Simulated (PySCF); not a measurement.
Simulated Cl 2p region for `[AlH2-]1[Cl+][AlH2-][Cl+]1`, binding energy against the vacuum level.

Every computed line was given a Gaussian of 0.6 eV full width at half maximum and an area set by the number of equivalent atoms (split 2:1 within a doublet); the highest printed point is 100. Computed with delta-SCF UKS SCAN, pcX-2 on the ionised atom, pcseg-1 elsewhere, spin-free X2C (PySCF).

(binding energy (eV), intensity): (205.9, 0), (206.0, 1), (206.1, 4), (206.2, 10), (206.3, 22), (206.4, 40), (206.5, 63), (206.6, 86), (206.7, 100), (206.8, 100), (206.9, 86), (207.0, 63), (207.1, 39), (207.2, 21), (207.3, 10), (207.4, 4), (207.5, 1), (207.6, 1), (207.7, 1), (207.8, 3), (207.9, 7), (208.0, 15), (208.1, 25), (208.2, 37), (208.3, 47), (208.4, 51), (208.5, 47), (208.6, 38), (208.7, 26), (208.8, 15), (208.9, 8), (209.0, 3), (209.1, 1), (209.2, 0), (209.3, 0)

**Question.** How many maxima does the curve show, and how many computed lines lie under it?

**Answer.** The curve has 2 maxima (at 206.7 and 208.4 eV). Under it lie 2 lines from 1 inequivalent chlorine site, drawn as a 2p3/2, 2p1/2 pair.

**Question.** Decompose the envelope and assign each component. Numbering: `[AlH2-:1]1[Cl+:2][AlH2-:3][Cl+:4]1`.

**Answer.** 
| position (eV) | relative area | line | atoms | environment |
| --- | --- | --- | --- | --- |
| 206.75 | 1.33 | Cl 2p3/2 | Cl2/Cl4 | chlorine bonded to 2 Al |
| 208.40 | 0.67 | Cl 2p1/2 | Cl2/Cl4 | chlorine bonded to 2 Al |

Shake-up satellites, vibrational structure and lifetime widths aren't simulated. Atoms equivalent by their bonding share one computed value, that of the first of them. The 2p values add to the ΔSCF energy of one spin-free hole a correction within the shell (spin–orbit coupling, ligand field). 2p1/2 minus 2p3/2 (ligand field included): Cl 1.65 eV. Geometry: PBE0-D3(BJ)/def2-SVP; no solvent, vibrations or thermal averaging.
